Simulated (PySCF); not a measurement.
Al(F)(OH)(OSiH3) (AlFH4O2Si), SMILES [SiH3][O][Al]([F])[OH]. Heavy atoms are numbered as in [Al:1]([F:2])([OH:3])[O:5][SiH3:6]. Hydrogens are named by the atom that carries them.

Geometry optimised at PBE-D3(BJ)/def2-SVP. The structure was generated by enumeration; whether it is a known compound was not checked. One conformer was computed; it need not be the lowest.

These are PBE/pcSseg-1 run with PySCF values and carry that method's errors.

GIAO shieldings, no solvent; atoms alike by connectivity are averaged. δ = σ(ref) − σ: ¹⁹F against CFCl3 (σ = 133.6 ppm); ¹⁷O against H2O (σ = 334.3 ppm); ¹H against TMS (σ = 31.49 ppm); ²⁹Si against TMS (σ = 335.4 ppm), references at their B3LYP-D3(BJ)/def2-TZVP geometries, non-relativistic.

```
nucleus       atoms  count  δ (ppm)
-------  ----------  -----  -------
¹⁹F              F2      1   -222.8
¹⁷O         O3 (OH)      1     16.9
¹⁷O              O5      1      6.8
¹H         H on Si6      3     5.80
¹H          H on O3      1     1.79
²⁹Si     Si6 (SiH3)      1    -36.0
```
